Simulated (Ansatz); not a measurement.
Level of theory: Ansatz (a quantum-chemistry and plane-wave program) with frozen-core CCSD(T)/def2-TZVPP // CAM-B3LYP-D3(BJ)/def2-TZVP.

Ansatz 0.2 input:
```yaml
crystal:
  periodic: [false, false, false]
  atoms:
    - { symbol: In, position_ang: [-0.000711, 0.580618, 0.0] }
    - { symbol: H, position_ang: [1.521204, -0.288415, 0.0] }
    - { symbol: H, position_ang: [-1.520493, -0.292203, 0.0] }
basis:
  gaussian: { orbitals: def2-TZVPP }
correlation:
  method: ccsd_t
magnetization:
  spin_polarized: true
  initial_magnetization: 1
```

Output:

```
Functional definition: HF
636 factors; integrals over basis functions are off by at most 1.2e-3 eV
mean field evaluation 1: about -5178.3652 eV, gradient 6.7e0 eV
mean field evaluation 2: about -5178.3675 eV, gradient 6.7e0 eV
mean field evaluation 4: about -5178.9932 eV, gradient 1.3e0 eV
mean field evaluation 8: about -5179.0274 eV, gradient 3.4e-3 eV
mean field evaluation 16: about -5178.9918 eV, gradient 1.3e0 eV
mean field evaluation 32: about -5177.1876 eV, gradient 1.7e-3 eV
mean field -5179.02744295 eV, -190.3257480574 hartree, gradient 2.7e-6 eV, S^2 0.758060; 1 other end points of the search recorded, 0 dependent functions left out
determinant -5179.02744295 eV, -190.3257480574 hartree, with singles and doubles -5186.87731520 eV, -190.6142255418 hartree
determinant -5177.18755307 eV, -190.2581333514 hartree, with singles and doubles -5185.17437734 eV, -190.5516437298 hartree
4 core orbitals not correlated
reference -5179.02744295 eV, -190.3257480574 hartree; 8, 7 occupied and 66, 67 virtual orbitals, 636 factors
second order -7.52873273 eV of doubles, -0.00000000 eV of singles
cycle   1  -7.77037121 eV  change   -3.1e-1 eV  update   2.4e-2
cycle   2  -7.78756963 eV  change   -1.7e-2 eV  update   7.0e-3
cycle   3  -7.79268082 eV  change   -5.1e-3 eV  update   2.9e-3
cycle   4  -7.79439207 eV  change   -1.7e-3 eV  update   8.8e-4
cycle   5  -7.79472392 eV  change   -3.3e-4 eV  update   3.5e-4
cycle   6  -7.79480475 eV  change   -8.1e-5 eV  update   1.5e-4
cycle   7  -7.79481763 eV  change   -1.3e-5 eV  update   4.9e-5
cycle   8  -7.79481975 eV  change   -2.1e-6 eV  update   1.6e-5
perturbative correction -0.18659571 eV, -0.0068572659 hartree
Total energy: -5187.00885841 eV, -190.6190596657 hartree
```

Cost: about 7 core-seconds (a rough figure).
